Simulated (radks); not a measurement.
Results of a calculation; reference values are marked as such.
Fractional charge and spin in the 5p shell of ytterbium: the spin-up occupation runs from 2 to 3 and the spin-down occupation from 2 to 3; the fullest corner is Yb2+, [Kr] 4d10 4f14 5s2 5p(up 3, down 3). Code: a radial shooting solver on a logarithmic mesh with Libxc functionals. Model: scalar-relativistic Kohn-Sham, BLYP, spin-polarised, spherical densities, point nucleus. Energy (eV) minus the two flat planes that join the four corners (they meet along the diagonal where the two added fractions sum to one electron); zero is where a piecewise linear energy would lie.

\begin{tabular}{lrrr}
down \ up & 2 & 2.5 & 3 \\ \hline
2 & 0.000 & -1.795 & 0.000 \\
2.5 & -1.795 & 0.218 & -1.687 \\
3 & 0.000 & -1.687 & 0.000 \\
\end{tabular}

Corners above the fullest one (they belong to Yb3+ and the next ion): (up 3, down 2) 48.662 eV, (up 2, down 3) 48.662 eV, (up 2, down 2) 112.14 eV. With half an added electron in each spin the energy lies 0.218 eV from the planes, and with half an added electron in spin up alone -1.795 eV. The planes are only a guide here: the flat-plane condition holds for ground states with one frontier orbital, while this shell lies below other occupied shells, so the corners above the fullest one are inner-hole states and not the ground states of those ions.
